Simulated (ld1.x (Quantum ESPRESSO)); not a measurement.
**Which change was made? (Be, PAW)**

- Element: Be (Z = 4)
- Generator: ld1.x (Quantum ESPRESSO) 7.5
- Type: PAW
- Functional: PBE
- Relativity: non-relativistic
- Frozen core: none
- Valence charge: 4
- Reference configuration: 1s2 2s2 2p0
- Partial waves: 1s (bound): rcut 0.65, rcutus 0.75 bohr; 2s (bound): rcut 0.65, rcutus 0.75 bohr; 2p (bound, empty): rcut 2.00, rcutus 2.75 bohr; 2p channel at 0.35 Ry: rcut 2.00, rcutus 2.75 bohr
- Local potential: all-electron potential smoothed inside 0.70 bohr (lloc = -1)
- Core correction: none
- Augmentation charge: GAUSS, radius 0.55 bohr

Cutoffs, loose and tight: the cutoffs (Ry, on a coarse ladder) from which the occupation-weighted sum of valence levels, in a spherical-Bessel basis at the reference potential, stays within 10 and 1 mRy of its value at 400 Ry. They do not see the model core or the augmentation charge, which bear on the density cutoff. Test errors are all-electron minus pseudo excitation energies from the reference, over the configurations 1s2 2s1 2p0; 1s2 2s0 2p0; 1s2 2s1.5 2p0; 1s2 2s0 2p2; 1s2 2s0 2p1; 1s1 2s2 2p0; 1s2 2s1 2p1; variants that change the core or the reference have their own tests.

The base gives: outcome: generated; cutoff, loose: 140 Ry; cutoff, tight: 180 Ry; bound ghosts: none; largest test error (meV): -20.

Q: After one change the result is: outcome: generated; cutoff, loose: 110 Ry; cutoff, tight: 140 Ry; bound ghosts: none; largest test error (meV): test run stopped at test 1 of 7 (negative rho). Which change was it?
A. all radii scaled by about 1.23 (s 0.92, p 3.38 bohr, rcut 0.80/2.46); local potential all-electron potential smoothed inside 0.86 bohr (lloc = -1); augmentation GAUSS, radius 0.68 bohr
B. all radii scaled by about 1.34 (s 1.00, p 3.68 bohr, rcut 0.88/2.68); local potential all-electron potential smoothed inside 0.94 bohr (lloc = -1); augmentation GAUSS, radius 0.74 bohr
C. all radii scaled by about 0.79 (s 0.60, p 2.16 bohr, rcut 0.52/1.58); local potential all-electron potential smoothed inside 0.56 bohr (lloc = -1); augmentation GAUSS, radius 0.44 bohr

A: A. The others give: all radii scaled by about 1.34 (s 1.00, p 3.68 bohr, rcut 0.88/2.68); local potential all-electron potential smoothed inside 0.94 bohr (lloc = -1); augmentation GAUSS, radius 0.74 bohr → outcome: generated; cutoff, loose: 90 Ry; cutoff, tight: 140 Ry; bound ghosts: none; largest test error (meV): test run stopped at test 1 of 7 (negative rho) | all radii scaled by about 0.79 (s 0.60, p 2.16 bohr, rcut 0.52/1.58); local potential all-electron potential smoothed inside 0.56 bohr (lloc = -1); augmentation GAUSS, radius 0.44 bohr → outcome: generated; cutoff, loose: 140 Ry; cutoff, tight: 230 Ry; bound ghosts: none; largest test error (meV): -7.2.
